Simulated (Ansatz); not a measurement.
Species: sum formula SiN3H7Br, charge 1, multiplicity 1. It need not be the lowest isomer of its formula. 
Coordinates optimised at B3LYP-D3(BJ)/def2-TZVP (Ansatz, a quantum-chemistry and plane-wave program):
SMILES: N[Si](N)([NH3+])Br
```xyz
12

Si    -0.2262    -0.0039    -0.7466
Br     0.0798     0.0691     1.4213
N      1.5877    -0.2471    -1.3054
N     -0.6350     1.3724    -1.6172
N     -1.0714    -1.3653    -1.2154
H      1.6440    -0.3069    -2.3242
H      2.2052     0.5095    -1.0048
H     -1.6009     1.5212    -1.8759
H     -0.1540     2.2551    -1.5201
H     -1.5007    -1.4714    -2.1224
H     -1.3566    -2.0785    -0.5622
H      1.9685    -1.1132    -0.9198
```
Charge +1, spin multiplicity 1.

Total electronic energies in hartree. Cores are frozen in the correlated levels unless marked. Spin-orbit coupling is left out. Frozen are the shells of the preceding noble gas and the d and f shells that filled before the atom's block. Non-relativistic. Basis-set limits of correlation are two-point, X^-3; Hartree-Fock from the larger set. The bracket is a focal-point correction in the basis named.

```csv
level,program,energy (Eh)
revPBE/def2-TZVPD,Ansatz,-3031.78112
PBE0-D3(BJ)/def2-TZVPD,Ansatz + dftd3,-3031.52266
BHLYP/def2-TZVPD,Ansatz,?
r2SCANh/def2-TZVPD,Ansatz,?
wB97X-V/def2-TZVPD,Ansatz,?
MP2/def2-TZVPP,Ansatz,-3029.72871
"RI-MP2/CBS(def2-TZVPP,def2-QZVPP)",Ansatz,-3029.9213
SCS-MP2/STO-3G,Ansatz,-2995.74102
"RI-MP2/CBS(def2-TZVPP,def2-QZVPP)+[CCSD(T)-MP2]/def2-TZVPP",Ansatz,-3030.0008
```

Fill in the missing entries.


- BHLYP/def2-TZVPD, energy (Eh): -3032.01772
- r2SCANh/def2-TZVPD, energy (Eh): -3031.98127
- wB97X-V/def2-TZVPD, energy (Eh): -3031.78897
